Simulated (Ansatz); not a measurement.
One change: `C[N]([GeH3])BF` becomes `C[N]([GeH3])[SiH2]F`.

Ansatz, PBE0-D4/def2-TZVP geometries, multiplicity 1. Each molecule was computed in one conformer, which needn't be the lowest.

Scalar relativity is left out up to krypton.

```
                                      property  `C[N]([GeH3])BF`
size of the dipole moment (PBE/def2-TZVPP) / D              2.11
          HOMO–LUMO gap (PBE0/def2-TZVPP) / eV              8.18
            HOMO energy (PBE0/def2-TZVPP) / eV             -7.68
             LUMO energy (PBE/def2-TZVPP) / eV             -0.34
zero-point energy (PBE0-D4/def2-TZVP) / kJ/mol             220.8
             HOMO energy (PBE/def2-TZVPP) / eV             -6.38
```

(1) Give the same properties after the change, and the shifts. (An estimate is asked.)

Answers

(1) Ansatz gave: 
```tsv
property	`C[N]([GeH3])[SiH2]F`	shift
size of the dipole moment (PBE/def2-TZVPP) / D	1.90	-0.21
HOMO–LUMO gap (PBE0/def2-TZVPP) / eV	7.59	-0.59
HOMO energy (PBE0/def2-TZVPP) / eV	-7.34	0.34
LUMO energy (PBE/def2-TZVPP) / eV	-0.59	-0.25
zero-point energy (PBE0-D4/def2-TZVP) / kJ/mol	231.9	11.1
HOMO energy (PBE/def2-TZVPP) / eV	-6.02	0.36
```

With PBE0 the HOMO rises by 0.34 eV and the LUMO falls by 0.25 eV, so the gap narrows by about 0.59 eV. PBE moves the HOMO by 0.36 eV and ωB97M-V by 0.33 eV. The zero-point energy changes by 11.1 kJ/mol with +3 modes. Dipoles are sizes alone; their direction can turn.
